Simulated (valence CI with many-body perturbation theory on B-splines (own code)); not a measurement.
Energy levels of Sb36+

Level of theory: relativistic CI+MBPT: five valence electrons over a frozen Dirac-Fock core [Ne], a basis of 11 s, 11 p, 10 d, 8 f, 5 g, 2 h functions for each j, with the one-electron correlation potential Σ1, the two-electron term Σ2, the three-electron term Σ3, Breit, model QED; selected CI, second order for the rest, scaled by the run's own slope (own B-spline code, finite nucleus).

No measured spectrum was set against this ion. As an estimate, large intervals hold to a few tenths of a per cent, small ones and those within an open d or f shell to about a per cent. Among the levels kept, up to 4300 cm⁻¹ of a level comes from second order outside the variational space, and about a tenth of that is noise between levels of different J, which matters for small intervals.

Levels 136 to 168 of 168, with energies above the lowest level, (3s^2 3p1/2^2 3p3/2) J=3/2. "Leading %" is the weight of the configuration and term that name the level; weights of strongly mixed levels are sums over their largest components and can fall short. In the jj column 3d3/2^4 stands for four electrons in 3d with j = 3/2. Lifetimes count E1, E2, E3, M1 and M2 decay at the calculated energies, and are blank where another channel may lead or the interval is too uncertain; long ones can be off by a factor of two.

```
No.  Configuration  Term    J  E (eV)  Leading %  Lifetime     Second component                     Leading jj
136     3s2 3p 3d2   2P°  1/2  445.45         55   3.01 ps  14 % 3s2 3p 3d2 4D°      3s^2 3p3/2 3d5/2^2 (62 %)
137     3s2 3p 3d2   4D°  7/2  446.14         32   1.99 ps  30 % 3s2 3p 3d2 2G°  3s^2 3p3/2 3d3/2 3d5/2 (52 %)
138     3s 3p2 3d2    6D  1/2  446.17         45   40.2 ps   37 % 3s 3p2 3d2 4P      3s 3p1/2^2 3d3/2^2 (68 %)
139     3s2 3p 3d2   2F°  5/2  447.11         23   1.79 ps   9 % 3s2 3p 3d2 2D°  3s^2 3p3/2 3d3/2 3d5/2 (54 %)
140      3s 3p3 3d   2P°  3/2  447.75         21   4.01 ps   14 % 3s 3p3 3d 2D°        3s 3p3/2^3 3d5/2 (56 %)
141     3s 3p2 3d2    6G  7/2  448.57         39   24.1 ps   21 % 3s 3p2 3d2 6F  3s 3p1/2^2 3d3/2 3d5/2 (73 %)
142      3s 3p3 3d   2S°  1/2  450.05         32   1.40 ps  26 % 3s2 3p 3d2 2S°  3s^2 3p3/2 3d3/2 3d5/2 (40 %)
143     3s2 3p 3d2   2G°  9/2  450.98         42   2.67 ps  16 % 3s2 3p 3d2 4F°      3s^2 3p3/2 3d5/2^2 (47 %)
144      3s 3p3 3d   2F°  7/2  451.14         24   2.19 ps  21 % 3s2 3p 3d2 2G°        3s 3p3/2^3 3d5/2 (26 %)
145     3s2 3p 3d2   2P°  3/2  451.78         12   1.54 ps   12 % 3s 3p3 3d 4P°  3s^2 3p3/2 3d3/2 3d5/2 (28 %)
146     3s2 3p 3d2   2D°  3/2  452.90         30   1.69 ps  10 % 3s2 3p 3d2 4D°  3s^2 3p3/2 3d3/2 3d5/2 (60 %)
147     3s 3p2 3d2    6G  5/2  452.98         20   22.2 ps        8 % 3p4 3d 4D  3s 3p1/2^2 3d3/2 3d5/2 (56 %)
148     3s2 3p 3d2   4P°  5/2  453.46         14   2.40 ps   10 % 3s 3p3 3d 2F°        3s 3p3/2^3 3d5/2 (30 %)
149     3s2 3p 3d2   2F°  5/2  456.11         24   2.23 ps  13 % 3s2 3p 3d2 2D°  3s^2 3p3/2 3d3/2 3d5/2 (39 %)
150     3s 3p2 3d2    6D  3/2  456.14         17   18.3 ps       11 % 3p4 3d 4D  3s 3p1/2^2 3d3/2 3d5/2 (51 %)
151     3s2 3p 3d2   2G°  9/2  458.18         70   2.00 ps  16 % 3s2 3p 3d2 4F°  3s^2 3p3/2 3d3/2 3d5/2 (62 %)
152      3s 3p3 3d   2F°  7/2  458.46         30   2.43 ps   18 % 3s 3p3 3d 4D°        3s 3p3/2^3 3d5/2 (55 %)
153     3s 3p2 3d2    6D  3/2  458.52         37   14.9 ps   20 % 3s 3p2 3d2 4P  3s 3p1/2^2 3d3/2 3d5/2 (58 %)
154     3s2 3p 3d2   2P°  1/2  458.77         39   1.78 ps   19 % 3s 3p3 3d 4D°  3s^2 3p3/2 3d3/2 3d5/2 (37 %)
155     3s 3p2 3d2    4F  9/2  459.71         25   11.9 ps   19 % 3s 3p2 3d2 6F  3s 3p1/2^2 3d3/2 3d5/2 (54 %)
156         3p4 3d    2P  1/2  460.42         14   15.4 ps   12 % 3s 3p2 3d2 6D  3s 3p1/2^2 3d3/2 3d5/2 (36 %)
157     3s2 3p 3d2   2D°  3/2  461.06         28   1.34 ps  10 % 3s2 3p 3d2 4S°  3s^2 3p3/2 3d3/2 3d5/2 (44 %)
158     3s2 3p 3d2   2P°  3/2  462.18         22   1.92 ps  13 % 3s2 3p 3d2 2D°      3s^2 3p3/2 3d5/2^2 (29 %)
159     3s 3p2 3d2    6D  5/2  462.36         14   10.9 ps   12 % 3s 3p2 3d2 6P  3s 3p1/2^2 3d3/2 3d5/2 (66 %)
160         3p4 3d    4F  7/2  462.73         13   12.2 ps       12 % 3p4 3d 4D  3s 3p1/2^2 3d3/2 3d5/2 (45 %)
161     3s2 3p 3d2   2D°  5/2  462.98         41   1.52 ps  10 % 3s2 3p 3d2 2F°  3s^2 3p3/2 3d3/2 3d5/2 (55 %)
162     3s2 3p 3d2   2F°  7/2  465.43         28   1.79 ps   20 % 3s 3p3 3d 2F°        3s 3p3/2^3 3d5/2 (31 %)
163      3s 3p3 3d   2D°  5/2  468.86         42   1.53 ps   29 % 3s 3p3 3d 2F°        3s 3p3/2^3 3d3/2 (36 %)
164     3s 3p2 3d2    4F  3/2  471.16         20   12.1 ps       16 % 3p4 3d 2D  3s 3p1/2^2 3d3/2 3d5/2 (29 %)
165         3p4 3d    4F  9/2  472.32         17   15.8 ps   16 % 3s 3p2 3d2 4F      3s 3p1/2^2 3d5/2^2 (36 %)
166     3s2 3p 3d2   2P°  3/2  473.34         41   1.99 ps    8 % 3s 3p3 3d 2P°      3s^2 3p3/2 3d5/2^2 (44 %)
167     3s2 3p 3d2   2D°  5/2  473.89         34   2.10 ps  28 % 3s2 3p 3d2 2F°      3s^2 3p3/2 3d5/2^2 (50 %)
168     3s 3p2 3d2    4H  7/2  475.64         22   10.4 ps       20 % 3p4 3d 4D   3p1/2^2 3p3/2^2 3d5/2 (35 %)
```

Where two levels of one J and parity lie close, their mixing, g and order are uncertain.
